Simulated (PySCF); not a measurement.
SMILES c1([SiH3])sc(C(C)=O)cc1 (C₆H₈OSSi) (GFN2-xTB optimised geometry):

```
17

C     -0.751    -3.240    -0.014
C     -1.360    -1.856     0.002
O     -2.559    -1.671     0.016
C     -0.413    -0.750     0.000
C      0.963    -0.750     0.000
C      1.502     0.542     0.000
C      0.558     1.537     0.000
Si     0.820     3.398    -0.012
S     -1.032     0.872     0.000
H     -1.546    -3.981    -0.013
H     -0.123    -3.380     0.862
H     -0.139    -3.365    -0.904
H      1.560    -1.644     0.001
H      2.559     0.746     0.001
H      2.260     3.619     0.125
H      0.328     3.932    -1.282
H      0.087     3.981     1.110
```

Computed with PBE/def2-SVP (PySCF 2.14.0).

**Question.** What are the frontier orbital energies and the dipole moment?

**Answer.** HOMO-2 -6.55 eV, HOMO-1 -6.20 eV, HOMO -5.61 eV, LUMO -2.66 eV, LUMO+1 -0.65 eV; dipole moment 3.24 D.

Meta-Löwdin charges at PBE/def2-SVP: C1 -0.35, C2 0.33, O3 -0.38, C4 -0.15, C5 -0.12, C6 -0.12, C7 -0.31, Si8 0.44, S9 0.30, H10 0.12, H11 0.12, H12 0.12, H13 0.12, H14 0.12, H15 -0.08, H16 -0.08, H17 -0.08.
